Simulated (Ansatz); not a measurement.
`B1COCS1`, charge 0, multiplicity 1.

Task: Give a relaxed structure at PBE0-D4/def2-TZVP (Ansatz). (Estimate.)

Result: Computed: 
Cartesian coordinates in Å:
```
B -0.311 -0.499 1.219
C -0.362 -0.964 -0.284
O -0.332 0.196 -1.110
C 0.448 1.192 -0.554
S 0.212 1.178 1.282
H -0.558 -1.147 2.185
H 0.500 -1.621 -0.497
H -1.259 -1.528 -0.550
H 1.521 1.037 -0.731
H 0.141 2.155 -0.960
```
This is one stationary point; other conformers may exist.
